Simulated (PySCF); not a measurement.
# Trend along the alkaline earths: MHg molecules

PBE0 with double-zeta basis sets in PySCF, for the lowest determinant that a PBE0 search found; no spin–orbit coupling. De refers to high-spin ground-configuration atoms. A positive dipole means M(−)Hg(+).

| M | basis | state (unpaired electrons) | Re (Å) | ωe (cm⁻¹) | De (eV) | μ (D) |
| --- | --- | --- | --- | --- | --- | --- |
| Be | def2-SVP | singlet (closed shell) | 3.103 | 98.0 | 0.06 | 0.31 |
| Mg | def2-SVP | singlet (closed shell) | 3.618 | 49.7 | 0.05 | 0.00 |
| Ca | def2-SVP | singlet (closed shell) | 3.884 | 42.3 | 0.07 | -0.02 |
| Sr | def2-SVP | singlet (closed shell) | 4.066 | 28.1 | 0.06 | 0.02 |

(1) By what factor does the well depth vary along the series?

Down a group the atoms grow and get heavier, so bonds lengthen and wavenumbers fall; this series shows no clear exception.

Closed-shell solutions of metal pairs were not tested for spin polarisation, which can lower them a little. Weak bonds: BeHg, CaHg, MgHg, SrHg. Basis-set superposition, not corrected here, can be much of De in a small basis, most of all at correlated wavefunction levels. Functionals without a dispersion term scatter widely for such bonds, and LDA overbinds them. Spin–orbit coupling is left out.

Results:

(1) At PBE0 it runs from 0.05 eV (MgHg) to 0.07 eV (CaHg), a factor of 1.40.
